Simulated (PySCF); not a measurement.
Ligands exchanged one at a time, B OH-SiH3. Isolated molecules, 0 K electronic values unless said otherwise. One relaxed conformer stands for each flexible species; it need not be the lowest. Strings in code marks are SMILES.

The four lowest singlet excitations (Tamm–Dancoff). The numbers are results of PySCF with B3LYP-D3(BJ)/def2-TZVP, not measurements. B3LYP has the VWN-RPA correlation part, as in Gaussian. Excitations are Tamm–Dancoff values on a coarser integration grid. The basis has no diffuse functions, so Rydberg states are missing or too high.

```tsv
state	energy (eV)	wavelength (nm)	oscillator strength
S1	3.27	379	0.000
S2	3.32	374	0.000
S3	5.15	241	0.004
S4	5.62	221	0.078
```

Name which member gives these states.
A. `OB([SiH3])[SiH3]` (H–O–B–Si torsion 0°)
B. `OB(O)[SiH3]` (H–O–B–Si torsion 1°, Si–B–O–H torsion -1°)
C. `OB(O)O`
D. `[SiH3]B([SiH3])[SiH3]`

D, `[SiH3]B([SiH3])[SiH3]`
